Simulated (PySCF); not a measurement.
Isomers of C8H7N. Level of theory: TDDFT PBE0/def2-SVPD, vertical, gas phase, core orbitals frozen in the response in PySCF 2.14.0, density-fitted response routines. Geometries: GFN2-xTB; one conformer of each isolated species. Triplets are in the Tamm–Dancoff approximation.

A. `C=C1C=C(CC#N)C1=C`
B. `CC#Cc1ccncc1`
C. `C#CCc1ccccn1`

Lowest singlet levels (six at most, fewer where fewer were computed) with oscillator strengths:

1. 251 nm (f 0.005); 239 nm (f 0.000); 224 nm (f 0.072); 204 nm (f 0.018); 201 nm (f 0.034); 198 nm (f 0.006); T1 4.22 eV
2. 254 nm (f 0.066); 247 nm (f 0.044); 201 nm (f 0.502); 195 nm (f 0.232); 193 nm (f 0.294); 186 nm (f 0.002); T1 3.08 eV
3. 273 nm (f 0.003); 247 nm (f 0.000); 239 nm (f 0.000); 238 nm (f 0.023); 238 nm (f 0.362); 201 nm (f 0.153); T1 3.63 eV

Problem. Match each spectrum to its molecule.

Solution. 1 = C, 2 = A, 3 = B.
- A: S1 at 4.88 eV, HOMO→LUMO (63%), HOMO-1→LUMO (18%), HOMO→LUMO+1 (13%); Löwdin shares by element: HOMO carbon 71% or more (atoms not listed hold the other 29%); LUMO carbon 68% or more (atoms not listed hold the other 32%); HOMO -7.05 and LUMO -1.33 eV.
- B: S1 at 4.54 eV, HOMO-1→LUMO (98%); Löwdin shares by element: HOMO carbon 59% or more, nitrogen 10% (atoms not listed hold the other 31%); LUMO carbon 40% or more, nitrogen 18% (atoms not listed hold the other 42%); HOMO -7.18 and LUMO -1.34 eV.
- C: S1 at 4.95 eV, HOMO→LUMO (76%), HOMO-1→LUMO (17%); Löwdin shares by element: HOMO nitrogen 40%, carbon 28% or more (atoms not listed hold the other 32%); LUMO carbon 48% or more, nitrogen 22% (atoms not listed hold the other 30%); HOMO -7.41 and LUMO -0.84 eV.
A and C have S1 within 0.07 eV of each other; their strongest listed levels stand at 6.18 eV (f 0.502) and 5.54 eV (f 0.072).
